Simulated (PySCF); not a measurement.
A TDDFT job was run through a driver script with this input:

```
{"job": {"kind": "uv", "xc": "B3LYP", "basis": "def2-SVPD", "nstates": 8, "ntriplets": 3}, "charge": 0, "multiplicity": 1}
B      2.132830     0.489343     0.424269
Ge     0.673146    -0.368788    -0.644865
C     -1.006159    -0.447649     0.364917
C     -2.077165     0.281713     0.105595
H      2.569900     1.531306     0.136414
H      2.542857    -0.027135     1.387288
H      0.318989     0.273467    -1.959479
H      0.951023    -1.801975    -1.024931
H     -1.023315    -1.126818     1.209356
H     -2.979606     0.224766     0.696908
H     -2.097075     0.974439    -0.721435
```

Theory: PySCF 2.14.0, density-fitted response routines, TDDFT B3LYP/def2-SVPD, vertical, gas phase, core orbitals frozen in the response. Job line and output are in the format of a driver script around the code.

(1) What does the script print for it, SCF cycles aside?

## Answers

(1) 
```
converged SCF energy = -2181.9189620270

Static polarisability (au): isotropic 72.499, principal 63.009 63.361 91.127

Singlet excitations
state   eV       nm        f      main configurations
  1   3.8051    325.8   0.01626   H->L 0.93
  2   4.6220    268.2   0.01202   H-1->L 0.82
  3   4.8972    253.2   0.01379   H-2->L 0.87, H-1->L 0.08
  4   5.4570    227.2   0.07188   H-3->L 0.87
  5   6.0500    204.9   0.00517   H-4->L 0.92
  6   6.5996    187.9   0.01253   H-1->L+1 0.83, H->L+1 0.13
  7   6.9633    178.1   0.26551   H->L+1 0.68
  8   7.1444    173.5   0.02483   H->L+2 0.85

Triplet excitations (Tamm-Dancoff, eV): 3.2103 4.1750 4.5593
```

Isolated species at its GFN2-xTB geometry (one conformer only). Relativistic effects, spin–orbit coupling among them, are left out although an element past zinc is present.

H and L stand for HOMO and LUMO.

Conformer computed: `[BH2:1][GeH2:2][CH:3]=[CH2:4]`: B1–Ge2–C3–C4 109°.
